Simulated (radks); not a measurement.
Sm V, configuration [Xe] 4f4. All-electron calculation, Dirac Kohn-Sham, revPBE, spin-unpolarised, spherical densities, point nucleus; open shells are shared between the two j in proportion to 2j + 1. Program: a radial shooting solver on a logarithmic mesh with Libxc functionals.

X-ray form factor f0, the Fourier transform of the density (f0(0) = 58):

sin(theta)/lambda (1/angstrom),f0 (electrons)
0.05,57.402
0.1,55.707
0.15,53.175
0.2,50.143
0.25,46.940
0.3,43.812
0.4,38.280
0.5,33.818
0.6,30.156
0.8,24.383
1,20.293
1.25,17.017
1.5,14.788
2,11.085
